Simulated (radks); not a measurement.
Question: Ionisation ladder of barium, from Ba IV to Ba VI. Each ion is in the ground configuration listed by NIST, and IE = E(next ion) - E(this ion). Calculated with a radial shooting solver on a logarithmic mesh with Libxc functionals: Dirac Kohn-Sham, PBEsol, spin-unpolarised, spherical densities, point nucleus; open shells are shared between the two j in proportion to 2j + 1.

| species | configuration | IE, Delta-SCF (eV) | <r> HOMO (bohr) |
|---|---|---|---|
| Ba IV | [Kr] 4d10 5s2 5p5 | 48.103 | 1.85 |
| Ba V | [Kr] 4d10 5s2 5p4 | 60.205 | 1.79 |
| Ba VI | [Kr] 4d10 5s2 5p3 | ? | 1.74 |

Estimate the withheld Delta-SCF values.

Answer: Ba VI: 72.779 eV (NIST 71).

Beside tabulated values, note that spin-unpolarised runs miss the spin-polarisation part of the exchange energy of open shells.
